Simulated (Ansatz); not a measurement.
The molecule YC, multiplicity 6 (an upper state: multiplicity 4 came lower at CCSD(T)/def2-TZVPP on PBE0 minima). No spin–orbit coupling.

Constants: fifth-degree fit in 1/R to seven points, most abundant isotopes. Runs in def2 and cc sets follow the lowest solution found near the PBE0 minimum.

Correlated levels freeze the inner cores; with def2 sets outer-core shells near the valence are correlated too.

Programs: Ansatz (Gaussian basis) for Hartree–Fock, density functionals and correlated methods. Values without a source in brackets are computed. In def2 rows elements past Kr take small-core potentials, without spin–orbit coupling.

```csv
level,r_e (Å),ω_e (cm⁻¹),ω_e x_e (cm⁻¹),dipole (D)
PBE/def2-TZVPP,2.258,(withheld),2.7,3.06
PBE0/def2-TZVPP,2.252,523,2.6,3.33
wB97X-V/def2-TZVPP,2.274,514,2.4,3.46
CCSD/def2-TZVPP,2.280,516,2.4,-
CCSD(T)/def2-TZVPP,(withheld),(withheld),2.4,-
```

Question: What belongs in the gaps?

Answer: 
- CCSD(T)/def2-TZVPP, r_e (Å): 2.277
- CCSD(T)/def2-TZVPP, ω_e (cm⁻¹): 517
- PBE/def2-TZVPP, ω_e (cm⁻¹): 510

Ansatz is a first-principles code.
